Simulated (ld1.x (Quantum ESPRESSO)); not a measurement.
Results of a calculation; reference values are marked as such.
Hardness and transferability of assorted potentials

Generated with ld1.x 7.5 (TM, RRKJ, ultrasoft, PAW), atompaw 4.2 or ONCVPSP 4.0.1. The cutoff is in Ry: for ld1.x and atompaw files where the sum of valence levels is converged to 10 mRy in a Bessel basis, for ONCV files where the hardest occupied wave has 1 mHa per electron of residual kinetic energy. The error is the largest all-electron minus pseudo excitation energy over each file’s own four to seven test configurations (ionisations up to +4, promotions, holes and added fractions of an electron), all of which were solved. The labels leave out finer settings (local radius, basis sizes, second energies), which also bear on the numbers. Spin-polarised tests are not counted. The rows are a selection from randomly drawn settings: files with unsolved tests, undetermined cutoffs or missed reference levels are left out.

A true bound ghost makes a file unfit for plane-wave use even where its test errors are small: the radial tests pick states by their node count and pass the ghost by.

| element | potential | cutoff (Ry) | largest error (meV) | bound ghosts |
| --- | --- | --- | --- | --- |
| Ne | TM, Wu–Cohen, non-relativistic, rc 0.70/0.95/0.75 (spd), local smoothed, core correction yes, reference 2s2 2p4.5 | 230 | +386 | none |
| Cl | TM, PBE, fully relativistic, rc 1.25/1.30 (sp), local s, core correction no, reference 3s2 3p5 | 50 | +189 | none |
| Ru | TM, LDA (PZ), scalar-relativistic, rc 1.45/1.55/1.95 (spd), local p, core correction yes, reference 4s2 4p6 4d8 5s0 5p0 | 70 | +717 | none |
| Cd | TM, PBE, non-relativistic, rc 1.75/2.95/1.15 (spd), local s, core correction yes, reference 4d10 5s1 5p0 | 90 | -1240 | none |
| In | TM, LDA (PZ), scalar-relativistic, rc 1.95/2.30/1.30/2.05 (spdf), local smoothed, core correction no, reference 4d10 5s2 5p1 | 90 | -48 | none |
| Sb | ultrasoft, PBE, fully relativistic, rc 1.90/2.50/1.05 (spd), local smoothed, core correction yes, reference 4d10 5s2 5p3 | 140 | -241 | none |
| Hg | TM semilocal, PBEsol, scalar-relativistic, rc 1.95/2.35/1.40 (spd), local p, core correction yes, reference 5d10 6s2 6p0 | 50 | -243 | none |

(1) Fill in the row for Br: RRKJ, BLYP, scalar-relativistic, rc 1.20/1.65/0.80/1.40 (spdf), local s, core correction yes, reference 3d10 4s2 4p5.

## Answers

(1) cutoff 300 Ry, largest error -1456 meV, bound ghosts: p.
